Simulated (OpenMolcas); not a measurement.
**Sn: from RASSCF to RASPT2**

```json
{"Program": "OpenMolcas 26.06", "Basis": "ANO-RCC-VQZP [8s7p5d3f2g]", "Scalar Hamiltonian": "DKH2, point nucleus", "Active space": "4 electrons in 9 orbitals (RAS2 5s 5p; RAS3 5d, at most 2 electrons)", "State averaging": "2S+1 = 3 even, 3 roots; 2S+1 = 1 even, 6 roots; 2S+1 = 5 odd, 1 root; 2S+1 = 3 odd, 8 roots; 2S+1 = 1 odd, 5 roots", "Spin-orbit coupling": "RASSI with atomic mean-field integrals over the reference wave functions, term energies averaged over their components"}
```

Methods on the same reference wave functions:
A. RASSCF
B. SS-RASPT2, IPEA 0.25 Eh, imaginary shift 0.1 Eh (closed shells correlated: 4d)

Energies in cm-1 above 5s2 5p2 3P0, the measured ground level; measured values from NIST Handbook of Basic Atomic Spectroscopic Data.

| Level | A | B | Measured |
| --- | --- | --- | --- |
| 5s2 5p2 3P0 | 0.0 | 0.0 | 0.0 |
| 5s2 5p2 3P1 | 1417 | 1490 | 1692 |
| 5s2 5p2 3P2 | 3144 | 3090 | 3428 |
| 5s2 5p2 1D2 | 10319 | 8310 | 8613 |
| 5s2 5p2 1S0 | 19921 | 17070 | 17162 |
| 5s 5p3 5S* 2 | 32194 | 38610 | 39626 |
| 5s 5p3 3D* 1 | 47693 | 50160 |  |
| 5s 5p3 3D* 2 | 47719 | 50170 |  |
| 5s 5p3 3D* 3 | 48254 | 50740 |  |

Deviations, from unrounded energies. A percentage is the sum of absolute deviations over the sum of measured energies, with the sign that they share, or ± where signs differ.

| Against measurement | Levels | A | B |
| --- | --- | --- | --- |
| mean absolute deviation (cm-1) | 5 | 2500 | 390 |
| fine structure of the ground term (%) | 2 | -10.9 | -10.5 |
| other terms of the ground configuration (%) | 2 | +17.3 | -1.5 |
| other configurations (%) | 1 | -18.8 | -2.6 |

B lies closest to measurement on these levels. The largest miss of B in the table is 5s 5p3 5S* 2, by -1000 cm-1. The ranking rests on the paired levels alone, and a cruder setting can come out closer through cancelling errors.

From A to B the spin-free energies of the other terms of 5s2 5p2 shown, above 3P, scale by factors of 0.71 to 0.82.

The lowest spin-free term lies below A's lowest term by 0.459 hartree in B.

CASPT2 does not keep the components of a term degenerate, so their means are used; among the terms shown or strongly mixed into the levels shown the widest spread is 22 cm-1 (5s2 5p2 1D, B). The run also gave levels led by 5s2 5p 5d, which use shells meant for correlation; these and all levels above them are left out. Some terms mix strongly with configurations of 5d, whose occupation reaches 0.32 (5s 5p3 3D*). Measured partners are found by configuration, term and J. A level has none where our copy of the source lacks it or the pairing is in doubt (some pairs that miss far off the trend of their configuration count as doubtful), and it then counts in no deviation. Levels of configurations outside the active space are missing. The table leaves out levels that lie high or whose names do not pair safely across all columns.

* marks odd parity.
